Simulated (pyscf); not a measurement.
Four-centre exchange: SbH₃ + H₃C–Cd–CH₃ → H₃C–SbH₂ + H₃C–CdH

Gas phase, singlet surface, charge 0. Bonds broken: Sb1–H2, Cd5–C6. Bonds formed: Sb1–C6, H2–Cd5. Structures and frequencies: ωB97X-D3(BJ)/def2-SVP in PySCF.

Transition state (Å):

```xyz
13

Sb    -2.6871    -0.6619     0.5629
H     -1.2752     0.0029     1.7962
H     -2.0671    -2.1186     1.2780
H     -2.5262    -1.4656    -0.9662
Cd    -0.0222     0.4892     0.5244
C     -1.6975     1.0686    -1.0591
C      2.0313     0.9702     0.3141
H     -1.1654     0.6936    -1.9484
H     -1.4085     2.1222    -0.8791
H     -2.7650     1.1008    -1.3203
H      2.3604     1.6353     1.1270
H      2.6457     0.0575     0.3545
H      2.2186     1.4726    -0.6469
```

One imaginary mode, 458i cm⁻¹; descent along it reached the two sides named, in the forms told below.

```json
[
 {"bond": "Sb1–H2", "change": "breaks", "reactant side (Å)": "1.710", "saddle": "1.989", "product side": "3.6"},
 {"bond": "Cd5–C6", "change": "breaks", "reactant side (Å)": "2.119", "saddle": "2.377", "product side": "3.3"},
 {"bond": "Sb1–C6", "change": "forms", "reactant side (Å)": "3.6", "saddle": "2.570", "product side": "2.166"},
 {"bond": "H2–Cd5", "change": "forms", "reactant side (Å)": "2.9", "saddle": "1.850", "product side": "1.684"}
]
```

Electronic energies relative to the separated reactants (kJ/mol):

```json
[
 {"level": "ωB97X-D3(BJ)/def2-TZVP", "barrier": "143.8", "reaction energy": "-3.2", "reverse barrier": "147.0"},
 {"level": "PBE/def2-TZVP", "barrier": "163.3", "reaction energy": "+2.8", "reverse barrier": "160.5"},
 {"level": "r²SCAN/def2-TZVP", "barrier": "160.2", "reaction energy": "+0.8", "reverse barrier": "159.4"},
 {"level": "B3LYP-D3(BJ)/def2-TZVP", "barrier": "168.0", "reaction energy": "-0.4", "reverse barrier": "168.4"},
 {"level": "PBE0-D3(BJ)/def2-TZVP", "barrier": "157.7", "reaction energy": "+0.2", "reverse barrier": "157.5"},
 {"level": "M06-2X/def2-TZVP", "barrier": "156.9", "reaction energy": "-1.4", "reverse barrier": "158.3"},
 {"level": "ωB97M-D3(BJ)/def2-TZVP", "barrier": "173.4", "reaction energy": "-0.4", "reverse barrier": "173.8"},
 {"level": "HF/def2-TZVP", "barrier": "229.1", "reaction energy": "-6.3", "reverse barrier": "235.3"}
]
```

With ωB97M-D3(BJ)/def2-TZVP energies and thermal terms (ideal gas, 1 atm, RRHO with modes under 100 cm⁻¹ raised to 100, one conformer, R ln 2 for chiral ones without a mode under 150 cm⁻¹), in kJ/mol:

| T (K) | ΔH‡ | ΔG‡ | ΔH | ΔG |
|---|---|---|---|---|
| 298 | 173.8 | 214.9 | +0.3 | -2.1 |
| 600 | 175.6 | 256.0 | -0.2 | -4.4 |
| 900 | 178.3 | 295.6 | -0.2 | -6.5 |
| 1200 | 181.2 | 334.3 | -0.2 | -8.6 |

On the reactant side the descent ends in a complex (not fully relaxed), 17.9 kJ/mol under the separated species and 161.7 kJ/mol under the saddle at ωB97X-D3(BJ)/def2-TZVP. On the product side the descent ends in a complex (not fully relaxed), 20.3 kJ/mol under the separated species and 167.3 kJ/mol under the saddle at ωB97X-D3(BJ)/def2-TZVP. At the saddle there is also a short Cd–Sb contact that neither side keeps. This is the saddle that the search found; another between the same sides may lie lower. Elements past Kr carry the def2 core potentials, without spin-orbit coupling.
